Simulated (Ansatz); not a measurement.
Process, species as SMILES: CC1CCCC1 → CC1[CH]CCC1 + H atom (the C-H bond at the site shown breaks; other sites are not compared here)
Each molecule is optimised on its own at B3LYP-D3(BJ)/def2-TZVP (Ansatz, a first-principles code), one conformer each, not searched for the lowest. Frequencies are from Ansatz.

Property: bond dissociation energy (enthalpy at 298 K, with B3LYP-D3(BJ) rigid-rotor harmonic-oscillator terms), in kcal/mol. Valence correlation only, unless marked. Open shells are spin-unrestricted. No spin-orbit coupling. Non-relativistic. Basis-set limits of correlation are two-point, X^-3; Hartree-Fock from the larger set. [CCSD(T)-MP2]/basis is that difference in the basis named.

```tsv
level	program	bond dissociation energy (kcal/mol)
SVWN5/def2-TZVPD	Ansatz	102.1
BLYP-D4/def2-TZVPD	Ansatz + dftd4	91.9
r2SCAN/def2-TZVPD	Ansatz	89.8
PBE0-D3(BJ)/def2-TZVP	Ansatz + dftd3	91.8
```

Q: What does RI-MP2/CBS(cc-pVTZ,cc-pVQZ)+[CCSD(T)-MP2]/cc-pVTZ (Ansatz) give?

A: 97.3 kcal/mol, so PBE0-D3(BJ)/def2-TZVP differs from it by -5.5 kcal/mol.
